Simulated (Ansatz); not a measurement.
Several settings on one geometry of `Sc1ccc(-c2ccc(-c3ccccc3)cc2)cc1` (that of the charge 0 singlet, r2SCAN-D4/def2-SVP). Ansatz on 2 threads of AMD EPYC 7R13 on a shared host and a share (18 GiB) of an NVIDIA H100 80GB HBM3; times are rough.

```xyz
33

S     7.179    0.007   -1.042
C     5.433   -0.043   -0.762
C     4.811   -0.998    0.058
C     3.429   -0.977    0.237
C     2.620   -0.009   -0.385
C     1.156    0.011   -0.186
C     0.441    1.223   -0.147
C    -0.939    1.242    0.045
C    -1.670    0.050    0.204
C    -3.135    0.070    0.408
C    -3.957   -0.934   -0.139
C    -5.339   -0.914    0.054
C    -5.932    0.109    0.799
C    -5.129    1.113    1.350
C    -3.747    1.094    1.156
C    -0.956   -1.163    0.161
C     0.424   -1.182   -0.028
C     3.260    0.942   -1.204
C     4.639    0.929   -1.394
H     7.487   -1.070   -0.287
H     5.409   -1.758    0.570
H     2.972   -1.715    0.903
H     0.979    2.170   -0.248
H    -1.465    2.201    0.056
H    -3.507   -1.724   -0.748
H    -5.959   -1.699   -0.389
H    -7.016    0.125    0.951
H    -5.582    1.913    1.943
H    -3.126    1.869    1.614
H    -1.491   -2.107    0.297
H     0.944   -2.143   -0.073
H     2.661    1.693   -1.728
H     5.104    1.674   -2.047
```

Totals from different functionals, basis sets or treatments of relativity can't be compared as stabilities.

The 6-31G sets use Cartesian d functions.

The spins typed aren't always the lowest for that charge.

(1) Give the basis size and estimate the energy, ⟨S²⟩ and time of these runs.

```csv
run,method,charge,state,further keys
1,RKS revPBE0/6-31++G**,0,singlet,fitting: {mean_field: def2-universal-jkfit}; scf: {omitted_lower_state_checks: [starts]}; forces asked
2,UKS ωB97X-V/cc-pVDZ,-1,doublet,"final_grid: {core_spheres: 20, valence_spheres: 16, degree: 47}; scf: {lower_state_search: off}; forces asked"
3,RHF/def2-mTZVPP,0,singlet,fitting: {mean_field: def2-universal-jkfit}; scf: {omitted_lower_state_checks: [starts]}
4,UKS revPBE/pcseg-2,0,triplet,fitting: {mean_field: def2-universal-jkfit}; scf: {omitted_lower_state_checks: [starts]}
```

## Answers

(1) 
```json
{"run": "1", "functions": "448", "energy (Eh)": "-1092.2206", "⟨S²⟩": "–", "wall time": "4.6 s"}
{"run": "2", "functions": "340", "energy (Eh)": "-1092.3468", "⟨S²⟩": "0.79", "wall time": "11 s"}
{"run": "3", "functions": "439", "energy (Eh)": "-1087.5184", "⟨S²⟩": "–", "wall time": "1.7 s"}
{"run": "4", "functions": "770", "energy (Eh)": "-1092.4439", "⟨S²⟩": "2.01", "wall time": "6.5 s"}
```

The highest occupied level of an anion often lies above zero with these methods, and sets without diffuse functions describe the outer electron poorly.
